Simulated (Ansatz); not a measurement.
Basis sets compared for trans-NiCl2(PH3)2 (NiP2H6Cl2). Total charge 0; triplet. Geometry PBE-D4/def2-SVP. Ansatz on 4 threads of Intel Xeon 6975P-C on a shared host; times are rough, and most runs start from earlier orbitals.

```xyz
11

Ni   -0.0005   -0.0059   -0.0028
Cl    0.9913   -0.0274   -1.9819
P     1.9829   -0.3300    1.0940
H     2.4606   -1.6541    0.8482
H     2.1109   -0.3442    2.5215
H     3.1933    0.3707    0.7810
Cl   -1.0546   -1.4299    1.3238
P    -1.9637    0.7604   -0.8993
H    -3.1280    1.0683   -0.1227
H    -2.5469   -0.2492   -1.7248
H    -2.0453    1.8412   -1.8371
```

At PBE0-D4/def2-TZVP a singlet of charge 0 lies 0.29 eV below the triplet, each at its own geometry.

| level | functions | energy (Eh) | HOMO (eV) | LUMO (eV) | wall time |
| --- | --- | --- | --- | --- | --- |
| PBE-D4/def2-SVP | 133 | -3113.4836 | -4.78 | -4.50 | 1.6 s |
| PBE0-D4/def2-SVP | 133 | -3113.6268 | -6.54 | -2.54 | 4.4 s |

(1) Estimate the rows for PBE-D4/def2-TZVP, PBE0-D4/def2-TZVP.

Results:

(1) 
| level | functions | energy (Eh) | HOMO (eV) | LUMO (eV) | wall time |
| --- | --- | --- | --- | --- | --- |
| PBE-D4/def2-TZVP | 229 | -3114.2756 | -5.17 | -5.09 | 3.1 s |
| PBE0-D4/def2-TZVP | 229 | -3114.4000 | -6.84 | -3.10 | 16 s |
